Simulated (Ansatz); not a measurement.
System: borotrithioic acid, BH$_{3}$S$_{3}$, net charge 0, singlet state. SMILES: SB(S)S
Structure (B3LYP-D3(BJ)/def2-TZVP (Ansatz, a program for electronic structure) minimum search):
```
B
S 1 1.8077
H 2 1.3430 1 98.84
S 1 1.8101 2 126.14 3 0.00
H 4 1.3419 1 97.96 2 0.00
S 1 1.8132 2 118.77 3 -180.00
H 6 1.3437 1 97.31 2 0.00
```
Charge 0, spin multiplicity 1.

Quantity: size of the dipole moment, in D. Set-up: no spin-orbit coupling; non-relativistic; LANL2DZ with its own core potentials from Na on; no dispersion term unless named; six Cartesian d functions in 6-31G* and its kin unless marked 5d; 6-311+G** with 5d, 6d on Na to Ar in Ansatz. First-principles rows: single points at B3LYP-D3(BJ) geometries (Ansatz).

```
level          program  size of the dipole moment (D)
-------------  -------  -----------------------------
PBE/STO-3G      Ansatz                           1.55
PBE/3-21G       Ansatz                           2.33
PBE/LANL2DZ     Ansatz                           2.51
PBE/6-31G*      Ansatz                           1.92
PBE/def2-SVP    Ansatz                           1.80
PBE/6-311+G**   Ansatz                           1.84
```

No value to compare with is used here. The 6 habitual levels span 1.55 (PBE/STO-3G) to 2.51 D (PBE/LANL2DZ).

The sets are all those run for this method; left out are runs that failed, that the program found above a lower state of the same kind, or whose <S^2> lies over 0.5 above the pure value.
